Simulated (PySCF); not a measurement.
Gas-phase XPS of SiHMe2Et, computed

SiHMe2Et, C4H12Si.
Structure used (PBE0-D3(BJ)/def2-SVP), in Å, numbered top down from 1:
```
atom  x, y, z in Å
Si1    0.0621    0.6328    0.3300
H2     0.0017    0.8522    1.8154
C3     1.8577    0.3471   -0.1626
H4     2.3008   -0.4963    0.3889
H5     2.4683    1.2406    0.0419
H6     1.9340    0.1262   -1.2397
C7    -0.6179    2.1567   -0.5403
H8    -1.6727    2.3281   -0.2745
H9    -0.5590    2.0436   -1.6348
H10   -0.0500    3.0588   -0.2639
C11   -0.9907   -0.8783   -0.0939
C12   -0.5245   -2.1847    0.5419
H13   -1.0138   -0.9729   -1.1948
H14   -2.0301   -0.6559    0.2064
H15   -1.1657   -3.0342    0.2570
H16    0.5041   -2.4405    0.2409
H17   -0.5329   -2.1237    1.6422
```

The calculation used delta-SCF UKS SCAN, pcX-2 on the ionised atom, pcseg-1 elsewhere, spin-free X2C in PySCF 2.14.0. Binding energies are ΔSCF values: E(core-ionised, relaxed orbitals) − E(ground state) at a fixed geometry, referred to the vacuum level.

**Question.** Give the core binding energies atom by atom.

**Answer.** 
| atom(s) | environment | level | binding energy (eV) | 2p1/2 (eV) | above the level's lowest (eV) | count |
| --- | --- | --- | --- | --- | --- | --- |
| Si1 | silicon bonded to 3 C and H | Si 1s | 1845.67 | – | 0.00 | 1 |
| C12 | carbon bonded to C and 3 H | C 1s | 290.52 | – | +0.64 | 1 |
| C3/C7 | carbon bonded to Si and 3 H | C 1s | 289.93 | – | +0.05 | 2 |
| C11 | carbon bonded to C, Si and 2 H | C 1s | 289.88 | – | 0.00 | 1 |
| Si1 | silicon bonded to 3 C and H | Si 2p3/2 | 105.89 | 106.51 | 0.00 | 1 |

The listed C 1s values span 0.64 eV, from C11 (bonded to C, 2 H and Si) to C12 (bonded to C and 3 H). The widest gap between neighbouring values is 0.59 eV, between 289.93 and 290.52 eV. The values 289.88 and 289.93 eV lie too close for their order to be trusted.

**Question.** Give the binding energy of C 1s of C12 in hartree and in kJ/mol.

**Answer.** 290.52 eV = 10.6764 Eh = 28031 kJ/mol.

**Question.** Which effective nuclear charge Zeff reproduces each element's mean 1s value in the hydrogen-like formula E = 13.606 eV × Zeff²?

**Answer.** C (Z = 6): mean 290.1 eV, Zeff = 4.62, Z − Zeff = 1.38; Si (Z = 14): mean 1845.7 eV, Zeff = 11.65, Z − Zeff = 2.35. Means run over the listed sites, weighted by atom count.

Topologically equivalent atoms share the value of their first member; where this conformer doesn't relate them by symmetry, their own values could differ. 2p3/2 and 2p1/2 are the ΔSCF energy of one spin-free 2p hole plus the eigenvalues of a spin–orbit and ligand-field matrix of the shell. 2p1/2 minus 2p3/2 (ligand field included): Si 0.62 eV. The structure is a single PBE0-D3(BJ)/def2-SVP conformer in the gas phase; no vibrational or solvent corrections.
